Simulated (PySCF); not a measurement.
# Radial density of Cu⁺ (copper, charge +1)

UHF, [Ar] 3d10, closed-shell 1S. Computed with PySCF 2.14 in cc-pVTZ-DK, with scalar relativity by spin-free X2C-1e.

```tsv
r (bohr)	4πr²ρ (e/bohr)
0.000925	0.2728
0.00156	0.6810
0.00262	1.664
0.00440	3.920
0.00740	8.699
0.0125	17.35
0.0209	28.78
0.0352	35.36
0.0593	30.20
0.0997	30.27
0.168	40.23
0.282	23.62
0.474	20.09
0.798	18.85
1.34	5.293
2.26	0.7342
3.80	0.04012
6.39	3.806e-05
```

Densities and radii are taken from the X2C orbitals without a picture-change correction, which distorts them close to the nucleus.
